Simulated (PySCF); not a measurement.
Se(SH)(OSiH3) (H4OSSeSi), SMILES S[Se]O[SiH3]. Atoms are numbered in the order given.

```xyz
8

Se     0.0861     0.0295     0.9218
S     -0.7491     1.8484     0.0659
H     -2.0321     1.6904     0.4762
O     -0.2666    -1.2173    -0.3437
Si     0.7293    -1.3172    -1.7019
H      0.1789    -2.4346    -2.5179
H      2.1378    -1.6103    -1.3008
H      0.6941    -0.0431    -2.4784
```

Geometry: PBE0-D3(BJ)/def2-SVP. The structure was generated by enumeration, and PubChem lists no compound with its InChIKey, so it may never have been made. Other conformers were not sampled.

Computed with PBE0-D3(BJ)/def2-SVP in PySCF 2.14.0.

Frequencies are harmonic and unscaled.

Problem. Give all harmonic wavenumbers and intensities. (Estimate from the structure and the level; the computed values follow.)

Solution. 
| mode | ν (cm⁻¹) | IR (km/mol) | Raman (Å⁴/amu) | depolarisation | moving atoms (share of kinetic energy) |
|---|---|---|---|---|---|
| 1 | 61 | 1.1 | 1.0 | 0.67 | H 36 %, S 24 %, Si 19 %, O 11 %, Se 10 % |
| 2 | 97 | 0.4 | 1.1 | 0.60 | H 66 %, S 19 %, Si 11 % |
| 3 | 151 | 2.1 | 0.4 | 0.25 | Si 36 %, O 27 %, H 20 %, Se 17 % |
| 4 | 228 | 4.4 | 5.4 | 0.68 | O 57 %, S 16 %, Se 15 %, H 11 % |
| 5 | 393 | 26.7 | 10.6 | 0.75 | H 89 % |
| 6 | 410 | 13.9 | 9.2 | 0.32 | S 68 %, Se 30 % |
| 7 | 545 | 20.9 | 24.7 | 0.29 | O 50 %, Se 18 %, H 18 %, Si 13 % |
| 8 | 708 | 43.3 | 12.2 | 0.75 | H 83 %, Si 8 %, O 8 % |
| 9 | 727 | 63.9 | 9.0 | 0.22 | H 72 %, O 18 %, Si 10 % |
| 10 | 837 | 11.5 | 27.7 | 0.58 | H 95 % |
| 11 | 880 | 364.4 | 2.1 | 0.50 | O 71 %, Si 26 % |
| 12 | 933 | 75.2 | 23.7 | 0.75 | H 96 % |
| 13 | 946 | 117.0 | 16.9 | 0.73 | H 95 % |
| 14 | 974 | 165.9 | 15.8 | 0.75 | H 93 % |
| 15 | 2237 | 99.2 | 154.2 | 0.14 | H 97 % |
| 16 | 2243 | 82.3 | 73.0 | 0.22 | H 97 % |
| 17 | 2265 | 120.8 | 185.7 | 0.32 | H 96 % |
| 18 | 2661 | 1.4 | 202.3 | 0.29 | H 97 % |
